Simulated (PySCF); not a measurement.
# Computed records: CH4AlB, CH8AlBSi

Calculation on a computer-drawn molecule: the log of a Hartree-Fock and frozen-core CCSD(T) single point meant for a local Hartree-Fock minimum, with one planted fault or none, to be diagnosed. Offsets are logged minus clean, where the clean run is the same molecule without the fault. The reference is restricted for singlets and unrestricted otherwise, and also for a bond in bohr or an excited solution. Adding or removing an electron swaps singlet and doublet. The excited solution moves the top pair (singlet) or top alpha electron (doublet) to the lowest empty orbital. Highest occupied and lowest empty are orbital energies over both spins, largest force is the largest gradient component, triples share is (T) over the correlation energy, the T1 limit is 0.02 restricted and 0.045 unrestricted, electrons count all cores, a negative frequency is imaginary (commonest isotopes), and the dipole is about the centre of nuclear charge. Program: PySCF 2.14.0.

Common to all runs: meant charge 0; meant multiplicity 1; meant basis cc-pV(D+d)Z; logged SCF converged yes; logged CC converged yes; logged SCF stable within its kind yes; possible faults no fault, one electron removed, one electron added, multiplicity raised by two, geometry at a saddle point, SCF held on an excited solution, minimal basis STO-3G, one bond length entered in bohr, all coordinates scaled.

```json
{"entry": 1, "formula": "CH4AlB", "logged_structure": {"atoms_angstrom": [["B", -2.0052, -1.092, 0.898], ["C", -0.9649, -0.9934, 2.0135], ["Al", -0.9469, -2.5553, 3.3219], ["H", -1.7566, -1.6585, -0.1373], ["H", -3.1276, -0.6794, 1.055], ["H", -1.2442, 0.5655, 3.3614], ["H", 0.0852, -1.0247, 1.6857]]}, "given": {"logged_electrons": 28, "logged_basis_functions": 71, "logged_spin_squared": 0.7959, "logged_highest_occupied [eV]": -8.0502, "logged_lowest_empty [eV]": 0.58267, "logged_largest_force [hartree/bohr]": 0.017095, "logged_T1_diagnostic": 0.077427, "logged_D1_diagnostic": 0.28019, "logged_triples_share": 0.042476, "logged_dipole_magnitude [debye]": 0.75442, "logged_energy_HF [hartree]": -306.64796, "logged_energy_CCSD(T) [hartree]": -306.97509, "drawn_bonds_atom": [1, 2, 1, 1, 2, 2], "drawn_bonds_other_atom": [2, 3, 4, 5, 6, 7], "drawn_bonds_order": [1, 1, 1, 1, 1, 1]}, "results": {"planted_fault": "one bond length entered in bohr, row 5 of the drawn bonds", "HF_energy_offset_from_clean_run [kcal/mol]": 75.63, "CCSD(T)_energy_offset_from_clean_run [kcal/mol]": 77.97}, "notes": ["T1 above single-reference limit"]}
{"entry": 2, "formula": "CH8AlBSi", "logged_structure": {"atoms_angstrom": [["B", -0.3359, -0.9297, 1.5139], ["C", 0.6359, -0.9338, 0.3132], ["Al", 1.5874, 0.8046, 0.2297], ["Si", -0.2248, -1.1855, -1.3498], ["H", -0.0793, -1.5259, 2.5276], ["H", -1.3599, -0.2958, 1.4784], ["H", 1.4385, -1.6731, 0.4227], ["H", 0.7948, 2.1606, 0.0793], ["H", 3.1642, 0.7869, 0.2776], ["H", -1.3805, -0.2699, -1.4814], ["H", 0.7087, -0.9044, -2.4751], ["H", -0.6918, -2.5829, -1.5061]]}, "given": {"logged_electrons": 45, "logged_basis_functions": 114, "logged_spin_squared": 0.7683, "logged_highest_occupied [eV]": -16.608, "logged_lowest_empty [eV]": -8.0787, "logged_largest_force [hartree/bohr]": 0.062932, "logged_T1_diagnostic": 0.036436, "logged_D1_diagnostic": 0.22238, "logged_triples_share": 0.027622, "logged_dipole_magnitude [debye]": 1.9464, "logged_energy_HF [hartree]": -597.70126, "logged_energy_CCSD(T) [hartree]": -598.15368, "drawn_bonds_atom": [1, 2, 2, 1, 1, 2, 3, 3, 4, 4, 4], "drawn_bonds_other_atom": [2, 3, 4, 5, 6, 7, 8, 9, 10, 11, 12], "drawn_bonds_order": [1, 1, 1, 1, 1, 1, 1, 1, 1, 1, 1]}, "results": {"planted_fault": "one electron removed", "HF_energy_offset_from_clean_run [kcal/mol]": 219.6, "CCSD(T)_energy_offset_from_clean_run [kcal/mol]": 236.9}}
```
